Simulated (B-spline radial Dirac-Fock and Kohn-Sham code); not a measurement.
**Two-hole binding energies of Co⁺**

System: Co⁺ in the configuration [Ar] 3d8.

Method: Dirac-Fock (average of configuration) total-energy differences with a finite nucleus, the Breit interaction including its frequency dependence, and self-energy and vacuum-polarisation corrections. Computed with a radial atomic solver. U is the two-hole binding energy less the two single-hole energies, the effective repulsion of the holes after relaxation. Each two-hole energy is an average over J within one jj subconfiguration.

| holes | E(a) (eV) | E(b) (eV) | E(ab) (eV) | U (eV) |
| --- | --- | --- | --- | --- |
| 1s⁻² | 7724.9 | 7724.9 | 15827.6 | 377.8 |
| 1s⁻¹ 2p1/2⁻¹ | 7724.9 | 810.1 | 8628.7 | 93.7 |
| 1s⁻¹ 2p3/2⁻¹ | 7724.9 | 795.6 | 8611.8 | 91.3 |
| 1s⁻¹ 3p1/2⁻¹ | 7724.9 | 80.88 | 7830.6 | 24.8 |
| 1s⁻¹ 3p3/2⁻¹ | 7724.9 | 79.11 | 7828.5 | 24.5 |
| 2s⁻² | 944.0 | 944.0 | 1943.2 | 55.1 |
| 2s⁻¹ 2p1/2⁻¹ | 944.0 | 810.1 | ? | ? |
| 2p1/2⁻² | 810.1 | 810.1 | 1687.3 | 67.1 |
| 2p1/2⁻¹ 2p3/2⁻¹ | 810.1 | 795.6 | 1666.9 | 61.2 |
| 2s⁻¹ 3p3/2⁻¹ | 944.0 | 79.11 | 1044.8 | 21.7 |
| 2p1/2⁻¹ 3s⁻¹ | 810.1 | 121.9 | 954.4 | 22.4 |
| 2p1/2⁻¹ 3p3/2⁻¹ | 810.1 | 79.11 | 911.5 | 22.3 |
| 3p1/2⁻¹ 3p3/2⁻¹ | 80.88 | 79.11 | 179.1 | 19.1 |
| 3p3/2⁻² | 79.11 | 79.11 | 177.8 | 19.5 |

Question: Give the missing two-hole energy and U.

Answer: E(ab) = 1803.7 eV and U = 49.6 eV.
